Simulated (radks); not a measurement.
Problem. Species: Ga+. Configuration: [Ar] 3d10 4s2. All-electron calculation, scalar-relativistic Kohn-Sham, BLYP, spin-polarised, spherical densities, point nucleus. Program: a radial shooting solver on a logarithmic mesh with Libxc functionals. Some entries of the table are withheld. Estimate them.

| orbital | occ. | eigenvalue (hartree) | r(max) (bohr) | <r^2> (bohr^2) |
|---|---|---|---|---|
| 1s | 2 | -376.3529 | 0.03178 | (1) |
| 2s | 2 | -46.70128 | 0.1824 | 0.05598 |
| 2p | 6 | -40.70263 | 0.1464 | 0.04458 |
| 3s | 2 | -5.73716 | 0.5643 | (2) |
| 3p | 6 | -3.93031 | (3) | 0.5446 |
| 3d | 10 | -1.00443 | 0.5323 | 0.8549 |
| 4s | 2 | -0.60152 | 1.844 | 5.657 |

Solution. 
(1) 1s <r^2> (bohr^2): 0.003178
(2) 3s <r^2> (bohr^2): 0.4910
(3) 3p r(max) (bohr): 0.5664
